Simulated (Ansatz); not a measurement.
Reactions of BrFH5NSi2, SMILES `F[SiH](Br)N[SiH3]`.

Gas-phase electronic energies from Ansatz, PBE0-D4/def2-TZVP geometries. CCSD(T)/CBS adds triple-zeta CCSD(T) − MP2 to the extrapolated MP2 energy (def2 sets, frozen cores). This one scheme is used for every species, atoms too. Open shells (•) are unrestricted, without spin–orbit coupling. Spin–orbit coupling would lower the free atoms: a little for F, Si; clearly for Br. For Br outer-core shells are correlated without core-valence functions, so the limit isn't a true one: a few kJ/mol of doubt a bond, and 10 to 20 or more in all where bonds break to atoms. Scalar relativity is left out up to krypton. One conformer a species, not always the lowest.

Task: Order these by ΔE at CCSD(T)/CBS, lowest first. (An estimate is asked.)
A. `F[SiH](Br)N[SiH3]` → Br• + F• + 5 H• + N• + 2 Si•
B. `F[SiH](Br)N[SiH3]` + NH₃ → `N[SiH](F)Br` + `N[SiH3]`
C. `F[SiH](Br)N[SiH3]` → `N[SiH](F)Br` + `[SiH2]`
D. `F[SiH](Br)N[SiH3]` → `N[SiH2][SiH](F)Br`

Result: B (+13.7 kJ/mol), D (+91.0 kJ/mol), C (+290.2 kJ/mol), A (+3404.1 kJ/mol).

Largest T1 diagnostic: 0.014, for `[SiH2]`.
